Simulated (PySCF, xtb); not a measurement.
C3H4BNO2, SMILES C(=O)B(CC#N)O. The values are those of a single conformer.

Harmonic wavenumbers (cm⁻¹) from GFN2-xTB in xtb at its own minimum, in rising order: 27, 77, 107, 176, 273, 358, 381, 453, 576, 682, 732, 794, 863, 918, 1006, 1064, 1146, 1202, 1352, 1384, 1401, 1722, 2409, 2754, 2950, 2985, 3484.

### Question
What does PBE-D3(BJ)/def2-SVP run with PySCF 2.14.0 give at its own minimum? (Estimate from the structure and the level; the computed values follow.)

### Answer
17, 97, 151, 242, 314, 333, 414, 459, 579, 684, 748, 848, 951, 956, 986, 1113, 1165, 1243, 1333, 1347, 1434, 1707, 2295, 2847, 2973, 3021, 3402. Paired by order, the mean absolute difference is 38 cm⁻¹ and the zero-point energies are 44.7 and 45.3 kcal/mol.
